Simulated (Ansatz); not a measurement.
CH₆AlNSi (`[AlH2][N]1C[SiH2]1`). Total charge 0; spin multiplicity 1. Geometry: relaxed with PBE0-D4/def2-TZVP.

```xyz
10

Al    0.629   -1.287    1.375
N     0.065   -0.180    0.122
C    -0.198    1.284   -0.014
Si   -0.489    0.196   -1.452
H     0.737   -2.819    0.986
H     0.995   -0.711    2.805
H    -1.032    1.668    0.571
H     0.680    1.926    0.030
H     0.469    0.137   -2.579
H    -1.856   -0.214   -1.844
```

Question: What is the dipole moment at B3LYP/def2-TZVPP? (Estimate.)

Answer: Ansatz gave: 1.12 D, with components (-0.36, 0.65, -0.84) D in this frame, pointing from negative to positive charge.

Question: And with PBE, r2SCAN, ωB97M-V? (An estimate is asked.)

Answer: Computed: PBE 1.07 D, r2SCAN 1.09 D, ωB97M-V 1.11 D.

Question: Give the Mulliken charges with B3LYP, r2SCAN, PBE in def2-TZVPP. (Best estimate.)

Answer: The calculation gave: 
```csv
atom,B3LYP,r2SCAN,PBE
Al1,0.40,0.47,0.32
N2,-0.32,-0.39,-0.24
C3,-0.19,-0.14,-0.16
Si4,0.34,0.38,0.26
H5,-0.15,-0.16,-0.12
H6,-0.15,-0.16,-0.12
H7,0.10,0.08,0.09
H8,0.10,0.08,0.09
H9,-0.07,-0.07,-0.06
H10,-0.07,-0.07,-0.06
```

B3LYP here is the variant with VWN-RPA as its local correlation; programs differ in this.
